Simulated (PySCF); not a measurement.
**Working out the ionisation energy of Zn⁺**

Zn⁺ [Ar] 3d10 4s1 (2S) → Zn²⁺ [Ar] 3d10 (1S). Computed with PySCF 2.14 in def2-TZVP (6s5p4d1f, 48 functions), with no relativity, point nucleus. Frozen: [Ar]. Energies in hartree (1 hartree = 27.21139 eV):

```
            part   Zn⁺ (lower)  Zn²⁺ (upper)
             UHF  -1777.526441  -1776.916790
CCSD correlation     -0.330082     -0.308479
             (T)     -0.005670     -0.004143
```

**Question.** What does Hartree-Fock give?

**Answer.** (-1776.916790) − (-1777.526441) = 0.609651 hartree = 16.589 eV.

**Question.** What do CCSD and CCSD(T) give?

**Answer.** The CCSD correlation energies differ by 0.021603 hartree = 0.588 eV and the triples by 0.001527 hartree = 0.042 eV, so CCSD gives 17.177 eV and CCSD(T) 17.219 eV.

Measured between the centres of the two terms (NIST): 17.964 eV, so CCSD(T) (valence) is off by -0.745 eV.

The calculation is non-relativistic.

What remains against the reference includes basis incompleteness, the frozen core and higher excitations.
